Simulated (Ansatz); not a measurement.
Consider the atomization: `CS[Si](O)(O)F` → C• + F• + 5 H• + 2 O• + S• + Si•.

Computed with Ansatz on PBE0-D4/def2-TZVP structures; ΔE is electronic, products minus reactants. CCSD(T)/CBS adds triple-zeta CCSD(T) − MP2 to the extrapolated MP2 energy (def2 sets, frozen cores). This one scheme is used for every species, atoms too. For atomizations the MP2-based limit and the directly extrapolated one differ by several kJ/mol either way, and by 10 to 25 for some Ge, Se and Sn compounds, so smaller differences from it don't rank the levels. Functionals use def2-TZVPP. B3LYP here is the variant with VWN-RPA as its local correlation; programs differ in this. HSE06 is defined as in plane-wave codes. Open shells (•) are unrestricted, without spin–orbit coupling. Spin–orbit coupling would lower the free atoms: a little for C, F, O, S, Si. Each species was taken in one conformer, which may not be the lowest.

| level | ΔE (eV) | difference from CCSD(T)/CBS |
| --- | --- | --- |
| LDA (SPW92) | 52.18 | 6.57 |
| PBE-D4 | 46.05 | 0.44 |
| revPBE-D4 | 44.81 | -0.80 |
| BLYP-D4 | 45.13 | -0.48 |
| r2SCAN-D4 | 45.51 | -0.10 |
| B97M-V | 45.47 | -0.14 |
| PBE0-D4 | 45.06 | -0.55 |
| B3LYP-D4 | 45.07 | -0.54 |
| r2SCANh-D4 | 45.13 | -0.48 |
| r2SCAN0-D4 | 44.59 | -1.02 |
| HSE06-D4 | 45.10 | -0.51 |
| BHLYP-D4 | 43.59 | -2.02 |
| CAM-B3LYP-D4 | 45.43 | -0.18 |
| ωB97X-V | 45.48 | -0.13 |
| ωB97M-V | 45.57 | -0.04 |
| B2PLYP | 44.77 | -0.84 |
| PBE-QIDH | 44.91 | -0.70 |
| PBE | 45.76 | 0.15 |
| revPBE | 43.97 | -1.64 |
| BLYP | 44.51 | -1.10 |
| r2SCAN | 45.44 | -0.17 |
| PBE0 | 44.82 | -0.79 |
| B3LYP | 44.61 | -1.00 |
| r2SCANh | 45.06 | -0.55 |
| r2SCAN0 | 44.51 | -1.10 |
| HSE06 | 44.87 | -0.74 |
| BHLYP | 43.23 | -2.38 |
| CAM-B3LYP | 45.18 | -0.43 |
| LC-ωPBE | 45.06 | -0.55 |
| HF/def2-SVP | 31.84 | -13.77 |
| MP2/def2-SVP | 42.77 | -2.84 |
| CCSD/def2-SVP | 41.28 | -4.33 |
| CCSD(T)/def2-SVP | 41.71 | -3.90 |
| MP2/def2-TZVPP | 45.45 | -0.16 |
| SCS-MP2/def2-TZVPP | 44.91 | -0.70 |
| HF/def2-QZVPP | 32.69 | -12.92 |
| MP2/def2-QZVPP | 46.32 | 0.71 |
| SCS-MP2/def2-QZVPP | 45.85 | 0.24 |
| MP2/CBS(def2) | 46.89 | 1.28 |
| CCSD/CBS(def2) | 44.88 | -0.73 |
| CCSD(T)/CBS | 45.61 | 0 |

Largest T1 diagnostic among the species: 0.012.

The D4 term adds +0.46 eV with B3LYP and +0.24 eV with PBE0; it sums over pairs of atoms, weighted by their polarisabilities, and B3LYP, whose exchange is more repulsive, gets the larger term. At CCSD(T), def2-SVP lies −3.91 eV from the extrapolated value and def2-TZVPP −1.44 eV: correlation converges slowly with the basis, and small sets miss more of it in the bonded molecule than in its fragments. From BLYP to BHLYP (50 % exact exchange), in def2-TZVPP and without D4, ΔE moves by −1.28 eV: exact exchange takes away binding that semilocal exchange gives to molecules.
